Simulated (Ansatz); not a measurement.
`FB1B[SiH2]1` + NH₃ → `NB1B[SiH2]1` + H–F at 298.15 K and 1 bar (ligand exchange at a B–F bond).

Program: Ansatz. Geometries: PBE0-D4/def2-TZVP. ΔE: electronic, gas phase. CCSD(T)/CBS adds triple-zeta CCSD(T) − MP2 to the extrapolated MP2 energy (def2 sets, frozen cores). This one scheme is used for every species. One conformer a species, not always the lowest.

| species | CCSD(T)/CBS energy (Eh) | H − E (kJ/mol) | S (J/(mol·K)) |
| --- | --- | --- | --- |
| `FB1B[SiH2]1` | -440.23019 | 106.6 | 306.6 |
| NH₃ | -56.50880 | 100.5 | 192.4 |
| `NB1B[SiH2]1` | -396.33626 | 171.8 | 322.1 |
| H–F | -100.39570 | 33.5 | 173.6 |

H − E and S are ideal-gas, rigid-rotor, harmonic terms from PBE0-D4/def2-TZVP, for one conformer and one mirror image of each species. 1 Eh = 2625.50 kJ/mol, R = 8.31446 J/(mol·K).

Q: By hand: ΔE, ΔH, ΔS and ΔG.

A: ΔE = (-396.33626) + (-100.39570) − (-440.23019) − (-56.50880) = 0.00703 Eh = 18.5 kJ/mol. Δ(H − E) = 171.8 + 33.5 − 106.6 − 100.5 = -1.8, so ΔH = 16.7 kJ/mol. ΔS = 322.1 + 173.6 − 306.6 − 192.4 = -3.3 J/(mol·K). ΔG = 16.7 − 298.15 × (-3.3)/1000 = 17.7 kJ/mol.

Q: By hand: the equilibrium constant, and the temperature at which ΔG would vanish if ΔH and ΔS stayed fixed.

A: log₁₀ K = −ΔG/(RT ln 10) = -3.1. ΔH and −TΔS have one sign here, so there is no such temperature.

The number of gas molecules stays the same, so ΔS is small and ΔH decides. A doubt of 5 kJ/mol in ΔE shifts log₁₀ K by 0.9 here. Other conformers and mirror images would add mixing entropy, several J/(mol·K) or more a flexible species. These are equilibria of isolated gas molecules and say nothing of rates. Largest T1 diagnostic: 0.016 (customary marks: 0.02 for closed shells, 0.045 for open ones).

ΔS is within the doubt of such terms, so its sign, and with it that verdict, could turn.
